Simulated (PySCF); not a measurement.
Coordinates in bohr (charge 0 multiplicity 1):
```
O     0.0000    0.0000    0.0000
Ag    0.0000    0.0000    3.6994
Ag    0.0000    0.0000   -3.6994
```

Method: PBE0/[O def2-TZVP, Ag def2-TZVP with ECP28], scalar-relativistic core potentials, density fitting, no spin–orbit coupling, PySCF.

This geometry of Ag2O is a stationary point at this level.

(1) What is the point group?

(2) Is it a minimum?

(3) List the harmonic modes with their infrared intensities.

(4) What are the dipole moment and the gap between the highest occupied and lowest empty levels?

Results:

(1) D∞h.

(2) No: it has 2 imaginary modes (one degenerate set), at 156i cm⁻¹ (πu).

(3) 
```csv
symmetry,ω (cm⁻¹),"IR (km/mol, summed over degenerate members)"
πu,156i,–
σg+,203,0.0
σu+,731,200
```

(4) 0.00 D and 2.58 eV.

This need not be the most stable arrangement of these atoms. At this level a singlet minimum of C2v symmetry lies 37 kJ/mol below this structure.
